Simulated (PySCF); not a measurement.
SCF from a fresh guess for quartet MnOBr2, at the PBE0 minimum. PySCF input:

```python
from pyscf import gto, scf, dft
mol = gto.M(atom='''
Mn     0.605810    -0.000000     0.000000
O      2.166670     0.000000     0.000000
Br    -0.430430     2.025520     0.000000
Br    -0.430430    -2.025520     0.000000''',
    basis={'Mn': 'def2-SVP', 'O': 'def2-SVP', 'Br': 'def2-SVP'},
    charge=0, spin=3)
mf = dft.UKS(mol, xc='PBE0')
mf.grids.atom_grid = (50, 194)
aux = {'Mn': 'def2-universal-JKFIT', 'O': 'def2-universal-JKFIT', 'Br': 'def2-universal-JKFIT'}
mf = mf.density_fit(auxbasis=aux)
mf.conv_tol = 1e-08
mf.diis_space = 10
mf.max_cycle = 60
mf.init_guess = 'minao'
mf.verbose = 4
mf.kernel()
```

Excerpt of the output (cycles alone); where DIIS stalls, ADIIS, DIIS with a small level shift and a second-order solver take over in turn:

```
init E= -6369.59737798542
cycle= 1 E= -6365.19220861076  delta_E= 4.41  |g|= 2.85  |ddm|= 7.02
cycle= 2 E= -6338.47094755287  delta_E= 26.7  |g|= 6.22  |ddm|= 11.3
cycle= 3 E= -6360.20516117847  delta_E= -21.7  |g|= 4.63  |ddm|=  7.8
cycle= 4 E= -6360.86769733482  delta_E= -0.663  |g|= 4.46  |ddm|=  2.2
cycle= 5 E= -6364.120886457  delta_E= -3.25  |g|= 4.39  |ddm|=  2.3
cycle= 6 E= -6362.76058776599  delta_E= 1.36  |g|= 4.52  |ddm|= 0.475
cycle= 7 E= -6361.71566124876  delta_E= 1.04  |g|= 4.57  |ddm|= 0.294
cycle= 8 E= -6361.98318701845  delta_E= -0.268  |g|= 4.56  |ddm|= 0.149
cycle= 9 E= -6362.08279438009  delta_E= -0.0996  |g|= 4.56  |ddm|= 0.0334
cycle= 10 E= -6362.79949408318  delta_E= -0.717  |g|= 4.54  |ddm|= 0.342
cycle= 11 E= -6362.90033763765  delta_E= -0.101  |g|= 4.53  |ddm|= 0.12
cycle= 12 E= -6308.56969645702  delta_E= 54.3  |g|= 6.77  |ddm|= 17.6
cycle= 13 E= -6366.41200772088  delta_E= -57.8  |g|=  3.9  |ddm|= 17.6
... 38 lines left out ...
cycle= 52 E= -6372.87707949  delta_E= -0.000279  |g|= 0.00613  |ddm|= 0.0288
cycle= 53 E= -6372.87729156237  delta_E= -0.000212  |g|= 0.00494  |ddm|= 0.036
cycle= 54 E= -6372.87735704516  delta_E= -6.55e-05  |g|= 0.00398  |ddm|= 0.0232
cycle= 55 E= -6372.87737149904  delta_E= -1.45e-05  |g|= 0.00144  |ddm|= 0.00638
cycle= 56 E= -6372.87737983711  delta_E= -8.34e-06  |g|= 0.000467  |ddm|= 0.00901
cycle= 57 E= -6372.87738110105  delta_E= -1.26e-06  |g|= 0.000376  |ddm|= 0.00382
cycle= 58 E= -6372.87738135271  delta_E= -2.52e-07  |g|= 0.000146  |ddm|= 0.0015
cycle= 59 E= -6372.87738139174  delta_E= -3.9e-08  |g|= 7.56e-05  |ddm|= 0.000514
cycle= 60 E= -6372.87738140494  delta_E= -1.32e-08  |g|= 1.51e-05  |ddm|= 0.000389
SCF not converged.
init E= -6369.59737798542
cycle= 1 E= -6365.19220861076  delta_E= 4.41  |g|= 2.85  |ddm|= 7.02
cycle= 2 E= -6338.47094755287  delta_E= 26.7  |g|= 6.22  |ddm|= 11.3
cycle= 3 E= -6363.45965957577  delta_E=  -25  |g|= 4.44  |ddm|= 8.35
cycle= 4 E= -6371.98451558545  delta_E= -8.52  |g|= 1.25  |ddm|= 2.54
cycle= 5 E= -6367.33721433853  delta_E= 4.65  |g|= 2.64  |ddm|= 4.13
cycle= 6 E= -6372.04423554484  delta_E= -4.71  |g|=  1.3  |ddm|= 3.65
cycle= 7 E= -6371.00842741648  delta_E= 1.04  |g|= 2.37  |ddm|= 1.68
cycle= 8 E= -6372.86370719042  delta_E= -1.86  |g|= 0.0899  |ddm|= 1.02
cycle= 9 E= -6372.82655006647  delta_E= 0.0372  |g|= 0.349  |ddm|= 0.278
cycle= 10 E= -6372.87194080007  delta_E= -0.0454  |g|= 0.0565  |ddm|= 0.171
cycle= 11 E= -6372.86341575126  delta_E= 0.00853  |g|= 0.153  |ddm|= 0.198
cycle= 12 E= -6372.87480942995  delta_E= -0.0114  |g|= 0.0374  |ddm|= 0.121
cycle= 13 E= -6372.86761753968  delta_E= 0.00719  |g|= 0.152  |ddm|= 0.124
cycle= 14 E= -6372.87578641377  delta_E= -0.00817  |g|= 0.0326  |ddm|= 0.0676
cycle= 15 E= -6372.87275337249  delta_E= 0.00303  |g|= 0.0898  |ddm|= 0.11
cycle= 16 E= -6372.87653606698  delta_E= -0.00378  |g|= 0.0214  |ddm|= 0.0634
cycle= 17 E= -6372.87523525927  delta_E= 0.0013  |g|= 0.0605  |ddm|= 0.077
cycle= 18 E= -6372.87691898344  delta_E= -0.00168  |g|= 0.0173  |ddm|= 0.0445
cycle= 19 E= -6372.87582232699  delta_E= 0.0011  |g|= 0.0567  |ddm|= 0.0533
cycle= 20 E= -6372.87710428397  delta_E= -0.00128  |g|= 0.0125  |ddm|= 0.031
SCF not converged.
init E= -6372.87710428397
cycle= 1 E= -6372.87701684225  delta_E= 8.74e-05  |g|= 0.0222  |ddm|= 0.0338
cycle= 2 E= -6372.87660081135  delta_E= 0.000416  |g|= 0.0378  |ddm|= 0.0545
cycle= 3 E= -6372.87726656028  delta_E= -0.000666  |g|= 0.00707  |ddm|= 0.0271
cycle= 4 E= -6372.87731178676  delta_E= -4.52e-05  |g|= 0.00289  |ddm|= 0.00883
cycle= 5 E= -6372.87734471391  delta_E= -3.29e-05  |g|= 0.00372  |ddm|= 0.0127
cycle= 6 E= -6372.87737480315  delta_E= -3.01e-05  |g|= 0.00142  |ddm|= 0.0156
cycle= 7 E= -6372.8773784442  delta_E= -3.64e-06  |g|= 0.000845  |ddm|= 0.00413
cycle= 8 E= -6372.87738035378  delta_E= -1.91e-06  |g|= 0.000297  |ddm|= 0.00342
cycle= 9 E= -6372.87738100265  delta_E= -6.49e-07  |g|= 0.00024  |ddm|= 0.0021
cycle= 10 E= -6372.87738127737  delta_E= -2.75e-07  |g|= 0.000178  |ddm|= 0.00145
cycle= 11 E= -6372.87738137287  delta_E= -9.55e-08  |g|= 0.000101  |ddm|= 0.00089
cycle= 12 E= -6372.87738139774  delta_E= -2.49e-08  |g|= 4.54e-05  |ddm|= 0.000448
cycle= 13 E= -6372.87738140346  delta_E= -5.72e-09  |g|= 2.18e-05  |ddm|= 0.000218
Extra cycle  E= -6372.87738140289  delta_E= 5.72e-10  |g|= 7.47e-05  |ddm|= 0.000124
converged SCF energy = -6372.87738140289  <S^2> = 4.0046586  2S+1 = 4.1253648
```

No lower solution of this spin was found from smeared starts or by a stability analysis within the unrestricted form.

With open d or f shells other occupations or spin states may lie lower.

The search for the lowest solution, 2 starts and the stability check together, took 52 s on 4 threads of a shared Arm Neoverse V1 host, with 109 basis functions; the process peaked at 0.51 GiB.
